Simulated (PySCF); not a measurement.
**Orbital picture of AuI**

PBE0 at R = 2.542 Å; Au cc-pVDZ-PP with ECP60, I cc-pVDZ-PP with ECP28; scalar-relativistic core potentials (PySCF 2.14). State: ¹Σ⁺ (singlet), closed shell. Only the outer orbitals are listed, counted within each symmetry, core potentials removing the inner ones.

```csv
orbital,occ.,ε (eV),on Au (%),main shells (%)
7σ,2,-10.78,65,"60 Au d, 31 I p"
4π,2,-10.02,91,"91 Au d, 9 I p"
4π,2,-10.02,91,"91 Au d, 9 I p"
2δ,2,-9.29,100,100 Au d
2δ,2,-9.29,100,100 Au d
8σ,2,-8.21,68,"35 Au s, 32 I p, 31 Au d"
5π,2,-7.14,12,"88 I p, 9 Au d"
5π,2,-7.14,12,"88 I p, 9 Au d"
9σ,0,-3.70,74,"55 Au s, 25 I p, 15 Au p"
6π,0,-0.13,97,97 Au p
6π,0,-0.13,97,97 Au p
```

Question: Which are the highest filled and the lowest empty level, where do they sit, and how wide is the gap?

Answer: Highest filled 5π at -7.14 eV (in %: 88 I p, 9 Au d); lowest empty 9σ at -3.70 eV (in %: 55 Au s, 25 I p, 15 Au p); the gap at PBE0 is 3.44 eV.

- bond order (Mayer): 1.23
- ⟨S²⟩: 0.000
- charge on Au (Mulliken, basis-dependent): 0.15
- charge on Au (Löwdin, basis-dependent): -0.13
- dipole moment (positive dipole means Au(−)I(+)): -2.86 D
- polarisability along the bond: 86.8 bohr³
- polarisability across the bond: 42.0 bohr³

Spin–orbit coupling is left out.
